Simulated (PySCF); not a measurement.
C4H2BrF, SMILES C#C/C(F)=C\Br. The structure is a stationary point at B3LYP-D3(BJ)/def2-SVP. The structure was generated by enumeration; whether it is a known compound was not checked.

All values below come from PySCF with B3LYP-D3(BJ)/def2-SVP.

Harmonic wavenumbers (cm⁻¹): 108, 220, 254, 277, 356, 595, 632, 682, 722, 736, 804, 891, 1165, 1313, 1677, 2223, 3231, 3468. Rotational constants (GHz): 4.083, 1.306, 0.9895; symmetry number 1.

Task: Work out the zero-point energy and the ideal-gas rigid-rotor harmonic-oscillator thermochemistry at 298.15 K and 1 atm.

Result: ZPE = ½ Σ hcν = ½ × 19352 cm⁻¹ = 27.66 kcal/mol. H − E(el) = 32.13 kcal/mol. Entropy in cal/(mol K): translation 40.91, rotation 28.50, vibration 11.83, total 81.23. G − E(el) = 7.91 kcal/mol. Cp = 22.73 cal/(mol K). Modes under 150 cm⁻¹ make the vibrational entropy uncertain.
